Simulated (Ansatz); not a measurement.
C$_{2}$H$_{3}$FSSi, SMILES `F[SiH]1CC1=S`, relaxed with RKS PBE0-D4/def2-TZVP in Ansatz 0.2.0 from a PBE-D4/def2-SVP geometry. The force threshold is 0.005 eV/Å; the program also tests the step.

The species carries charge 0 and has multiplicity 1.

Start:

```xyz
8

F     0.817    2.233   -0.051
Si    0.882    0.598    0.033
C    -0.762   -0.225    0.500
C    -0.248   -0.584   -0.858
S    -0.354   -1.880   -1.828
H     2.231    0.195    0.533
H    -1.446    0.657    0.458
H    -1.120   -0.994    1.212
```

```tsv
step	energy (eV)	largest force (eV/Å)	largest move (Å)
1	-23542.6304	1.002	0.000
2	-23542.6920	0.665	0.031
3	-23542.7156	0.095	0.039
4	-23542.7171	0.094	0.012
5	-23542.7174	0.185	0.046
6	-23542.7203	0.075	0.021
7	-23542.7211	0.039	0.019
8	-23542.7213	0.045	0.020
9	-23542.7215	0.015	0.008
10	-23542.7215	0.004	0.002
```

End:

```xyz
8

F     0.834    2.170   -0.140
Si    0.870    0.594    0.077
C    -0.741   -0.203    0.517
C    -0.198   -0.579   -0.838
S    -0.418   -1.793   -1.853
H     2.194    0.202    0.593
H    -1.500    0.585    0.426
H    -1.041   -0.977    1.220
```

It took 40 s on 2 threads of an Intel Xeon Platinum 8488C on a shared host, with 0.47 GiB of host memory at the peak.
